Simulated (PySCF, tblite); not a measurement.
`C[C@@H]1SC[C@H](CF)C1=O`. Structure optimised with GFN2-xTB, isolated species.

```
atom  x, y, z in Å
C1     2.3348   -0.1252   -0.5854
C2     1.4210    0.5745    0.4181
S3     1.0033   -0.4968    1.8330
C4    -0.5797   -0.9871    1.0749
C5    -1.0830    0.2600    0.3678
C6    -2.1588   -0.0072   -0.6786
F7    -3.3272   -0.3906   -0.0730
C8     0.1153    0.9628   -0.2509
O9     0.0517    1.7261   -1.1747
H10    1.8784   -1.0478   -0.9378
H11    2.5089    0.5277   -1.4382
H12    3.2854   -0.3653   -0.1172
H13    1.9152    1.4682    0.8063
H14   -1.2461   -1.3285    1.8626
H15   -0.3991   -1.8035    0.3732
H16   -1.4916    0.9555    1.1135
H17   -1.8675   -0.8185   -1.3544
H18   -2.3696    0.9019   -1.2508
```

(1) What is the longest distance between nuclei?

(2) What is the repulsion energy of the bare nuclei, Σ ZA·ZB/RAB?

(3) Work out the bond lengths C1–C2, C1–H12, C2–H13, C4–H15, C6–F7, C6–H17, C6–H18 in bohr.

(4) Give the dihedral angles H10–C1–C2–C8, C8–C2–S3–C4, C2–S3–C4–C5, C8–C5–C6–F7, C6–C5–C8–C2.

(5) Where is the centre of mass (commonest isotopes), and what is the radius of gyration?

(6) What are the angles H11–C1–H12, C1–C2–S3, F7–C6–H18, C5–C6–F7?

(7) How far apart are these pairs, which share no bond: C2···C4, C6···H10, F7···H10, C8···H15, C8···H16?

Answers

(1) F7···H12, 6.61 Å; the next longest distance is 6.06 Å.

(2) 552.30 Eh over 153 pairs, with full nuclear charges and distances in bohr; the largest single term is 27.88 Eh (S3 with C4, or a pair equal to it).

(3) For C1–C2 the difference vector is (-0.9138, 0.6997, 1.0035) Å, of length 1.5270 Å. 1 bohr = 0.529177 Å. C1–C2 2.886; C1–H12 2.053; C2–H13 2.065; C4–H15 2.063; C6–F7 2.590; C6–H17 2.070; C6–H18 2.069 bohr.

(4) H10–C1–C2–C8 -62° (synclinal); C8–C2–S3–C4 24° (synperiplanar); C2–S3–C4–C5 -36° (synclinal); C8–C5–C6–F7 -168° (antiperiplanar); C6–C5–C8–C2 -148° (anticlinal). Dihedral signs follow IUPAC: positive where, seen along the central bond, the front bond turns clockwise onto the rear one.

(5) Mass 148.036 u; centre at (-0.186, 0.074, 0.281) Å; Rg = √(Σ m r²/M) = 2.164 Å. As Ia + Ib + Ic = 2 Σ m r², the three principal moments sum to 1386.6 u·Å².

(6) From the scalar product of the two bond vectors; for H11–C1–H12 it is -0.3905 Å² over 1.0881 × 1.0865 Å², cos θ = -0.3304. H11–C1–H12 109.3°; C1–C2–S3 112.2°; F7–C6–H18 107.4°; C5–C6–F7 110.3°.

(7) C2···C4 2.622 Å (2 bonds apart); C6···H10 4.177 Å (5 bonds apart); F7···H10 5.318 Å (6 bonds apart); C8···H15 2.882 Å (3 bonds apart); C8···H16 2.108 Å (2 bonds apart).

Its GFN2-xTB frequencies are all real (lowest 34 cm⁻¹). One conformer, not necessarily the lowest. 2 starts were optimised and ended at 0.00 and 0.02 kcal/mol (GFN2-xTB); the lowest of these is shown.

The numbers are calculated, not measured.
